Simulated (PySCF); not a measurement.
# Excitation energy of Sc⁺ by level of theory

Sc⁺ [Ar] 3d1 4s1 (3D) → Sc⁺ [Ar] 4s1 4p1 (3P), as a difference of total energies. All numbers are calculated (PySCF 2.14, scalar relativity by spin-free X2C-1e, in aug-cc-pwCVTZ-DK with one added diffuse shell each of s, p, d, f, g type (11s10p8d5f4g, 152 functions)). The calculations carry no spin-orbit coupling.

```csv
method,excitation energy (eV)
UHF,4.321
PBEsol,5.275
B3LYP,5.265
r2SCAN0,5.193
```
